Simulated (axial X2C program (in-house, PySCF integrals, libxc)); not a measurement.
# Nuclear properties of HGaF

Computed with an axial X2C code built on PySCF integrals: two-component X2C with atomic mean-field Coulomb and Gaunt terms, Gaussian nuclei, basis H dyall-v3z, Ga dyall-v3z, F dyall-av3z with contracted cores.

H–Ga–F held linear, with bonds 1.872 and 1.805 Å (near the PBE0 minimum at charge 0 of the determinant lowest at the starting distance; the state shown can have its own minimum elsewhere, held linear; other orders of the atoms were not compared).

Determinant lowest in the PBE0 search, Ω = 1/2 (⟨Sz⟩ = 0.50, ⟨Lz⟩ = 0.00 at PBE0), spin on the atoms H 0.31, Ga 0.19, F 0.00:

| level | Eeff magnitude (GV/cm) | Ws magnitude Ga (kHz) | A∥/gI H (MHz) | qzz H (a.u.) | A∥/gI Ga (MHz) | qzz Ga (a.u.) | A∥/gI F (MHz) | qzz F (a.u.) | μ (D) |
| --- | --- | --- | --- | --- | --- | --- | --- | --- | --- |
| PBE0 | 0.677 | 0.607 | 159 | 0.02 | 2370 | -3.03 | 233 | 0.70 | -1.78 |
| HF | 0.966 | 0.855 | 179 | 0.03 | 2320 | -3.10 | 249 | 0.65 | -2.09 |
| TPSSh | 0.676 | 0.603 | 163 | 0.02 | 2340 | -2.98 | 223 | 0.69 | -1.67 |

Determinant 1.89 eV from it at PBE0 and this distance, Ω = 3/2 (⟨Sz⟩ = 0.50, ⟨Lz⟩ = 1.00 at PBE0), spin on the atoms H -0.08, Ga 0.60, F -0.02:

```csv
level,Eeff magnitude (GV/cm),Ws magnitude Ga (kHz),A∥/gI H (MHz),qzz H (a.u.),A∥/gI Ga (MHz),qzz Ga (a.u.),A∥/gI F (MHz),qzz F (a.u.),μ (D)
PBE0,0.363,0.0981,-12.5,0.02,511,-1.22,28.3,2.00,-2.25
HF,1.54,0.435,-44.3,0.03,1130,-1.63,43.6,1.69,-2.63
TPSSh,0.39,0.106,-13.5,0.02,561,-1.06,29.5,2.05,-2.10
```

Eeff is the effective electric field on the electron electric dipole moment in this Ω state and Ws the scalar–pseudoscalar constant of the nucleus named (defined with the proton number Z and per Ω); A∥ (defined per Ω) follows by multiplying with gI = μI/(I μN); qzz is the electric field gradient, eQq0 = 234.96 MHz × Q/barn × qzz; μ is positive if the F end (last atom) is positive. The operators were transformed with the bare-nucleus X2C matrices; with these basis sets, hyperfine constants and field gradients can be off by tens of per cent, and where levels differ in sign neither size nor sign is settled.

With gI(1H) = 5.5857, gI(69Ga) = 1.3444, Q(69Ga) = 0.171 barn, gI(19F) = 5.2577 (g factors from the IAEA table of nuclear moments by Stone; Q from Pyykkö, Mol. Phys. 2018), turn the PBE0 values of the first state into constants in MHz.

A∥(1H) = 159 × 5.5857 = 888 MHz; A∥(69Ga) = 2370 × 1.3444 = 3190 MHz; eQq0(69Ga) = 234.96 × (0.171) × (-3.03) = -122 MHz; A∥(19F) = 233 × 5.2577 = 1230 MHz.

The molecule was held linear; bending was not examined, so a bent shape may lie lower.

Each state is one determinant with collinear spin. Unrestricted Hartree–Fock can overshoot spin polarisation at the nuclei. Where Eeff spreads by more than a factor of two the levels disagree and none is to be relied on. The search compared states at one distance, so a state with another bond length can lie lower. PBE0 term energies can be off by some tenths of an eV.
